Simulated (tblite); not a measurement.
Species: C3H7FOSi.
Atom-mapped SMILES: `[F:1][C@@H:2]1[CH2:3][O:4][SiH2:5][CH2:6]1` (hydrogens: H7 on C2; H8, H9 on C3; H10, H11 on Si5; H12, H13 on C6)

Computed with GFN2-xTB (tblite), gas phase: Langevin dynamics at 200 K from the optimised GFN2-xTB geometry, time step 0.5 fs, friction 0.01 fs⁻¹, 2000 steps. The instantaneous temperature is 2·E(kin)/(3Nk) with all 3N coordinates.

```json
{"t (fs)": "0", "T (K)": "167", "E(pot) above start (eV)": "0.000", "F1–C2 (Å)": "1.380", "C2–C3 (Å)": "1.535", "C3–O4 (Å)": "1.401", "O4–Si5 (Å)": "1.638", "Si5–C6 (Å)": "1.906", "C2–H7 (Å)": "1.096"}
{"t (fs)": "25", "T (K)": "109", "E(pot) above start (eV)": "0.133", "F1–C2 (Å)": "1.413", "C2–C3 (Å)": "1.508", "C3–O4 (Å)": "1.397", "O4–Si5 (Å)": "1.616", "Si5–C6 (Å)": "1.910", "C2–H7 (Å)": "1.094"}
{"t (fs)": "50", "T (K)": "108", "E(pot) above start (eV)": "0.192", "F1–C2 (Å)": "1.426", "C2–C3 (Å)": "1.503", "C3–O4 (Å)": "1.401", "O4–Si5 (Å)": "1.658", "Si5–C6 (Å)": "1.927", "C2–H7 (Å)": "1.093"}
{"t (fs)": "75", "T (K)": "139", "E(pot) above start (eV)": "0.137", "F1–C2 (Å)": "1.404", "C2–C3 (Å)": "1.510", "C3–O4 (Å)": "1.427", "O4–Si5 (Å)": "1.641", "Si5–C6 (Å)": "1.922", "C2–H7 (Å)": "1.105"}
{"t (fs)": "100", "T (K)": "213", "E(pot) above start (eV)": "0.173", "F1–C2 (Å)": "1.360", "C2–C3 (Å)": "1.535", "C3–O4 (Å)": "1.415", "O4–Si5 (Å)": "1.629", "Si5–C6 (Å)": "1.910", "C2–H7 (Å)": "1.119"}
{"t (fs)": "125", "T (K)": "153", "E(pot) above start (eV)": "0.330", "F1–C2 (Å)": "1.339", "C2–C3 (Å)": "1.562", "C3–O4 (Å)": "1.449", "O4–Si5 (Å)": "1.672", "Si5–C6 (Å)": "1.929", "C2–H7 (Å)": "1.112"}
{"t (fs)": "150", "T (K)": "159", "E(pot) above start (eV)": "0.300", "F1–C2 (Å)": "1.386", "C2–C3 (Å)": "1.544", "C3–O4 (Å)": "1.401", "O4–Si5 (Å)": "1.611", "Si5–C6 (Å)": "1.868", "C2–H7 (Å)": "1.095"}
{"t (fs)": "175", "T (K)": "144", "E(pot) above start (eV)": "0.349", "F1–C2 (Å)": "1.397", "C2–C3 (Å)": "1.488", "C3–O4 (Å)": "1.401", "O4–Si5 (Å)": "1.701", "Si5–C6 (Å)": "1.944", "C2–H7 (Å)": "1.096"}
{"t (fs)": "200", "T (K)": "200", "E(pot) above start (eV)": "0.223", "F1–C2 (Å)": "1.415", "C2–C3 (Å)": "1.521", "C3–O4 (Å)": "1.387", "O4–Si5 (Å)": "1.628", "Si5–C6 (Å)": "1.914", "C2–H7 (Å)": "1.092"}
{"t (fs)": "225", "T (K)": "143", "E(pot) above start (eV)": "0.245", "F1–C2 (Å)": "1.372", "C2–C3 (Å)": "1.541", "C3–O4 (Å)": "1.422", "O4–Si5 (Å)": "1.634", "Si5–C6 (Å)": "1.899", "C2–H7 (Å)": "1.080"}
{"t (fs)": "250", "T (K)": "177", "E(pot) above start (eV)": "0.278", "F1–C2 (Å)": "1.343", "C2–C3 (Å)": "1.532", "C3–O4 (Å)": "1.409", "O4–Si5 (Å)": "1.672", "Si5–C6 (Å)": "1.930", "C2–H7 (Å)": "1.100"}
{"t (fs)": "275", "T (K)": "164", "E(pot) above start (eV)": "0.303", "F1–C2 (Å)": "1.418", "C2–C3 (Å)": "1.517", "C3–O4 (Å)": "1.420", "O4–Si5 (Å)": "1.617", "Si5–C6 (Å)": "1.859", "C2–H7 (Å)": "1.110"}
{"t (fs)": "300", "T (K)": "148", "E(pot) above start (eV)": "0.324", "F1–C2 (Å)": "1.437", "C2–C3 (Å)": "1.497", "C3–O4 (Å)": "1.429", "O4–Si5 (Å)": "1.649", "Si5–C6 (Å)": "1.951", "C2–H7 (Å)": "1.080"}
{"t (fs)": "325", "T (K)": "162", "E(pot) above start (eV)": "0.276", "F1–C2 (Å)": "1.399", "C2–C3 (Å)": "1.510", "C3–O4 (Å)": "1.424", "O4–Si5 (Å)": "1.621", "Si5–C6 (Å)": "1.871", "C2–H7 (Å)": "1.079"}
{"t (fs)": "350", "T (K)": "144", "E(pot) above start (eV)": "0.200", "F1–C2 (Å)": "1.358", "C2–C3 (Å)": "1.553", "C3–O4 (Å)": "1.402", "O4–Si5 (Å)": "1.638", "Si5–C6 (Å)": "1.931", "C2–H7 (Å)": "1.093"}
{"t (fs)": "375", "T (K)": "132", "E(pot) above start (eV)": "0.174", "F1–C2 (Å)": "1.388", "C2–C3 (Å)": "1.545", "C3–O4 (Å)": "1.397", "O4–Si5 (Å)": "1.639", "Si5–C6 (Å)": "1.891", "C2–H7 (Å)": "1.085"}
{"t (fs)": "400", "T (K)": "180", "E(pot) above start (eV)": "0.132", "F1–C2 (Å)": "1.392", "C2–C3 (Å)": "1.521", "C3–O4 (Å)": "1.371", "O4–Si5 (Å)": "1.646", "Si5–C6 (Å)": "1.899", "C2–H7 (Å)": "1.108"}
{"t (fs)": "425", "T (K)": "162", "E(pot) above start (eV)": "0.179", "F1–C2 (Å)": "1.375", "C2–C3 (Å)": "1.558", "C3–O4 (Å)": "1.373", "O4–Si5 (Å)": "1.652", "Si5–C6 (Å)": "1.921", "C2–H7 (Å)": "1.129"}
{"t (fs)": "450", "T (K)": "179", "E(pot) above start (eV)": "0.179", "F1–C2 (Å)": "1.380", "C2–C3 (Å)": "1.577", "C3–O4 (Å)": "1.377", "O4–Si5 (Å)": "1.643", "Si5–C6 (Å)": "1.960", "C2–H7 (Å)": "1.098"}
{"t (fs)": "475", "T (K)": "146", "E(pot) above start (eV)": "0.186", "F1–C2 (Å)": "1.393", "C2–C3 (Å)": "1.520", "C3–O4 (Å)": "1.398", "O4–Si5 (Å)": "1.643", "Si5–C6 (Å)": "1.894", "C2–H7 (Å)": "1.082"}
{"t (fs)": "500", "T (K)": "129", "E(pot) above start (eV)": "0.159", "F1–C2 (Å)": "1.379", "C2–C3 (Å)": "1.508", "C3–O4 (Å)": "1.408", "O4–Si5 (Å)": "1.639", "Si5–C6 (Å)": "1.910", "C2–H7 (Å)": "1.094"}
{"t (fs)": "525", "T (K)": "124", "E(pot) above start (eV)": "0.221", "F1–C2 (Å)": "1.381", "C2–C3 (Å)": "1.536", "C3–O4 (Å)": "1.461", "O4–Si5 (Å)": "1.611", "Si5–C6 (Å)": "1.876", "C2–H7 (Å)": "1.099"}
{"t (fs)": "550", "T (K)": "172", "E(pot) above start (eV)": "0.165", "F1–C2 (Å)": "1.390", "C2–C3 (Å)": "1.550", "C3–O4 (Å)": "1.445", "O4–Si5 (Å)": "1.625", "Si5–C6 (Å)": "1.913", "C2–H7 (Å)": "1.066"}
{"t (fs)": "575", "T (K)": "116", "E(pot) above start (eV)": "0.366", "F1–C2 (Å)": "1.392", "C2–C3 (Å)": "1.534", "C3–O4 (Å)": "1.377", "O4–Si5 (Å)": "1.676", "Si5–C6 (Å)": "1.889", "C2–H7 (Å)": "1.106"}
{"t (fs)": "600", "T (K)": "184", "E(pot) above start (eV)": "0.238", "F1–C2 (Å)": "1.365", "C2–C3 (Å)": "1.582", "C3–O4 (Å)": "1.368", "O4–Si5 (Å)": "1.657", "Si5–C6 (Å)": "1.951", "C2–H7 (Å)": "1.108"}
{"t (fs)": "625", "T (K)": "166", "E(pot) above start (eV)": "0.386", "F1–C2 (Å)": "1.356", "C2–C3 (Å)": "1.588", "C3–O4 (Å)": "1.397", "O4–Si5 (Å)": "1.637", "Si5–C6 (Å)": "1.845", "C2–H7 (Å)": "1.087"}
{"t (fs)": "650", "T (K)": "179", "E(pot) above start (eV)": "0.243", "F1–C2 (Å)": "1.387", "C2–C3 (Å)": "1.534", "C3–O4 (Å)": "1.419", "O4–Si5 (Å)": "1.665", "Si5–C6 (Å)": "1.932", "C2–H7 (Å)": "1.065"}
{"t (fs)": "675", "T (K)": "208", "E(pot) above start (eV)": "0.238", "F1–C2 (Å)": "1.369", "C2–C3 (Å)": "1.497", "C3–O4 (Å)": "1.446", "O4–Si5 (Å)": "1.623", "Si5–C6 (Å)": "1.891", "C2–H7 (Å)": "1.098"}
{"t (fs)": "700", "T (K)": "158", "E(pot) above start (eV)": "0.317", "F1–C2 (Å)": "1.358", "C2–C3 (Å)": "1.520", "C3–O4 (Å)": "1.430", "O4–Si5 (Å)": "1.642", "Si5–C6 (Å)": "1.947", "C2–H7 (Å)": "1.124"}
{"t (fs)": "725", "T (K)": "205", "E(pot) above start (eV)": "0.233", "F1–C2 (Å)": "1.378", "C2–C3 (Å)": "1.538", "C3–O4 (Å)": "1.413", "O4–Si5 (Å)": "1.655", "Si5–C6 (Å)": "1.892", "C2–H7 (Å)": "1.105"}
{"t (fs)": "750", "T (K)": "152", "E(pot) above start (eV)": "0.304", "F1–C2 (Å)": "1.378", "C2–C3 (Å)": "1.529", "C3–O4 (Å)": "1.354", "O4–Si5 (Å)": "1.628", "Si5–C6 (Å)": "1.914", "C2–H7 (Å)": "1.091"}
{"t (fs)": "775", "T (K)": "188", "E(pot) above start (eV)": "0.232", "F1–C2 (Å)": "1.397", "C2–C3 (Å)": "1.554", "C3–O4 (Å)": "1.389", "O4–Si5 (Å)": "1.671", "Si5–C6 (Å)": "1.905", "C2–H7 (Å)": "1.105"}
{"t (fs)": "800", "T (K)": "196", "E(pot) above start (eV)": "0.273", "F1–C2 (Å)": "1.392", "C2–C3 (Å)": "1.526", "C3–O4 (Å)": "1.408", "O4–Si5 (Å)": "1.632", "Si5–C6 (Å)": "1.894", "C2–H7 (Å)": "1.088"}
{"t (fs)": "825", "T (K)": "224", "E(pot) above start (eV)": "0.303", "F1–C2 (Å)": "1.373", "C2–C3 (Å)": "1.565", "C3–O4 (Å)": "1.420", "O4–Si5 (Å)": "1.611", "Si5–C6 (Å)": "1.903", "C2–H7 (Å)": "1.088"}
{"t (fs)": "850", "T (K)": "177", "E(pot) above start (eV)": "0.367", "F1–C2 (Å)": "1.336", "C2–C3 (Å)": "1.576", "C3–O4 (Å)": "1.395", "O4–Si5 (Å)": "1.648", "Si5–C6 (Å)": "1.871", "C2–H7 (Å)": "1.100"}
{"t (fs)": "875", "T (K)": "191", "E(pot) above start (eV)": "0.276", "F1–C2 (Å)": "1.376", "C2–C3 (Å)": "1.544", "C3–O4 (Å)": "1.386", "O4–Si5 (Å)": "1.638", "Si5–C6 (Å)": "1.920", "C2–H7 (Å)": "1.101"}
{"t (fs)": "900", "T (K)": "212", "E(pot) above start (eV)": "0.254", "F1–C2 (Å)": "1.415", "C2–C3 (Å)": "1.553", "C3–O4 (Å)": "1.396", "O4–Si5 (Å)": "1.655", "Si5–C6 (Å)": "1.912", "C2–H7 (Å)": "1.109"}
{"t (fs)": "925", "T (K)": "284", "E(pot) above start (eV)": "0.199", "F1–C2 (Å)": "1.395", "C2–C3 (Å)": "1.543", "C3–O4 (Å)": "1.400", "O4–Si5 (Å)": "1.665", "Si5–C6 (Å)": "1.893", "C2–H7 (Å)": "1.088"}
{"t (fs)": "950", "T (K)": "149", "E(pot) above start (eV)": "0.283", "F1–C2 (Å)": "1.334", "C2–C3 (Å)": "1.551", "C3–O4 (Å)": "1.363", "O4–Si5 (Å)": "1.629", "Si5–C6 (Å)": "1.914", "C2–H7 (Å)": "1.104"}
{"t (fs)": "975", "T (K)": "111", "E(pot) above start (eV)": "0.309", "F1–C2 (Å)": "1.375", "C2–C3 (Å)": "1.572", "C3–O4 (Å)": "1.411", "O4–Si5 (Å)": "1.658", "Si5–C6 (Å)": "1.917", "C2–H7 (Å)": "1.088"}
{"t (fs)": "1000", "T (K)": "168", "E(pot) above start (eV)": "0.283", "F1–C2 (Å)": "1.396", "C2–C3 (Å)": "1.523", "C3–O4 (Å)": "1.430", "O4–Si5 (Å)": "1.600", "Si5–C6 (Å)": "1.914", "C2–H7 (Å)": "1.085"}
```

Problem. From 500 fs on, how do temperature and potential energy compare with equipartition?

Solution. The mean temperature of these 21 frames is 176 K against the target 200 K, and the mean potential energy 0.27 eV against 33 × kT/2 = 0.28 eV for 33 classical harmonic modes. For 13 atoms in a canonical ensemble the temperature itself scatters by T·√(2/(3N)) = 45 K; here its standard deviation is 39 K. The whole run lasts only 10 friction times of 100 fs, so these averages carry a wide statistical error.

Problem. What are the kinetic and total energies of the listed frame with the highest potential energy?

Solution. The one at 625 fs, 0.386 eV above the start. Its kinetic energy is 3NkT/2 = 0.279 eV at 166 K, so the sum is 0.66 eV; over the listed frames the sum runs from 0.28 to 0.68 eV, since the thermostat adds and removes energy.

Problem. How much do the listed bonds fluctuate from 500 fs on?

Solution. 
```tsv
bond	at the start (Å)	mean (Å)	standard deviation (Å)
F1–C2	1.380	1.377	0.019
C2–C3	1.535	1.544	0.023
C3–O4	1.401	1.406	0.027
O4–Si5	1.638	1.641	0.021
Si5–C6	1.906	1.905	0.024
C2–H7	1.096	1.095	0.013
```

The motion is classical and holds no zero-point motion.

What follows is the cost of the whole dynamics run. On Arm Neoverse V1, one thread, no GPU, shared host, this took 9.2 s and 0.18 GiB of memory at its peak.
